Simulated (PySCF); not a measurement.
CH₄BeS₂. Atoms are numbered in the order given.

```xyz
8

Be    -0.1979     0.3200     0.4005
S     -1.8204     1.2420     0.7847
H     -2.3665     0.1623     1.3923
S      1.4266    -0.5779     0.0131
C      1.0669    -1.2891    -1.6386
H      0.2769    -2.0494    -1.5834
H      1.9923    -1.7704    -1.9817
H      0.7883    -0.5126    -2.3627
```
Charge 0, spin multiplicity 1.

Geometry optimised at PBE0-D3(BJ)/def2-SVP. Other conformers were not sampled.

Level of theory: ωB97X/def2-TZVPD (PySCF).

Mulliken values depend strongly on the basis, most of all with diffuse functions as here. Atomic charges (e):

| atom | meta-Löwdin | Mulliken |
|---|---|---|
| Be1 | 1.23 | 0.12 |
| S2 | -0.73 | -0.26 |
| H3 | 0.10 | 0.15 |
| S4 | -0.61 | -0.09 |
| C5 | -0.38 | -0.70 |
| H6 | 0.13 | 0.26 |
| H7 | 0.13 | 0.26 |
| H8 | 0.12 | 0.26 |
